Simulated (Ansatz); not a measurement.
Compare A (`CSS[SiH2][SiH3]`) with its isomer B (`[SiH3][SiH2]SCS`).

Program: Ansatz. Geometries: PBE0-D4/def2-TZVP. ΔE: electronic, gas phase. CBS: MP2 limit from def2 TZ/QZ plus the TZ coupled-cluster correction, frozen cores. DFT in def2-TZVPP. B3LYP here is the variant with VWN-RPA as its local correlation; programs differ in this. Each species was taken in one conformer, which may not be the lowest.

(1) Which is lower in electronic energy at CCSD(T)/CBS, and by how much? (An estimate is asked.)

(2) Give E(B) − E(A) in kJ/mol with MP2/def2-TZVPP, r2SCAN-D4, B2PLYP, B3LYP, ωB97M-V, B3LYP-D4, PBE-D4. (Estimate.)

Largest T1 diagnostic: 0.013.

## Answers

(1) Computed: A, by 25.7 kJ/mol.

(2) Ansatz gave: MP2/def2-TZVPP 22.1, r2SCAN-D4 30.0, B2PLYP 30.0, B3LYP 34.3, ωB97M-V 25.3, B3LYP-D4 30.1, PBE-D4 30.5. None reverses the order clearly.

In def2-TZVPP, CCSD(T) changes the Hartree–Fock value by −8.6 kJ/mol (the triples alone add −0.3 kJ/mol) and MP2 by −8.4 kJ/mol. The D4 term adds −4.2 kJ/mol with B3LYP and −2.2 kJ/mol with PBE0; it sums over pairs of atoms, weighted by their polarisabilities, and B3LYP, whose exchange is more repulsive, gets the larger term.
